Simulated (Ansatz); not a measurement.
A run for Ansatz (a first-principles code): U-B3LYP/cc-pVTZ on GaH, a point of a bond scan (R = 1.520 Å).

Ansatz 0.2 input:
```yaml
crystal:
  periodic: [false, false, false]
  atoms:
    - {symbol: Ga, position_ang: [-0.00000000, -0.00000000, -0.05278299]}
    - {symbol: H, position_ang: [0.00000000, 0.00000000, 1.46736719]}
basis:
  gaussian:
    orbitals: cc-pVTZ
hamiltonian:
  xc: {name: B3LYP}
magnetization: {spin_polarized: true, initial_magnetization: 0}
```

Question: Predict the final total energy.

Answer: -1925.5031 hartree.
